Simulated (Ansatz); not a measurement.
Reaction (ligand exchange at the Si–C bond): `O=C=C([SiH3])[SiH3]` + `[NH2][SnH3]` → `[SiH3][NH][SnH3]` + `O=C=C[SiH3]`

Computed with Ansatz on PBE0-D4/def2-TZVP structures; ΔE is electronic, products minus reactants. CCSD(T)/CBS is the MP2 limit (def2-TZVPP, def2-QZVPP) plus CCSD(T) − MP2 in def2-TZVPP, frozen cores. DFT in def2-TZVPP. def2 core potentials past Kr. For Sn outer-core shells are correlated without core-valence functions, which leaves a few kJ/mol of doubt a bond.

```json
{"species": "`O=C=C([SiH3])[SiH3]`", "B2PLYP energy (Eh)": "-733.73598"}
{"species": "`[NH2][SnH3]`", "B2PLYP energy (Eh)": "-271.80188"}
{"species": "`[SiH3][NH][SnH3]`", "B2PLYP energy (Eh)": "-562.40347"}
{"species": "`O=C=C[SiH3]`", "B2PLYP energy (Eh)": "-443.14245"}
```

Work out ΔE.

ΔE = (-562.40347) + (-443.14245) − (-733.73598) − (-271.80188) = -0.00806 Eh = -0.22 eV. CCSD(T)/CBS gives -0.22 eV.

Largest T1 diagnostic among the species: 0.016.

In def2-TZVPP, CCSD(T) changes the Hartree–Fock value by +0.13 eV (the triples alone add +0.03 eV) and MP2 by +0.16 eV. From PBE to PBE0 (25 % exact exchange), in def2-TZVPP and without D4, ΔE moves by −0.03 eV.
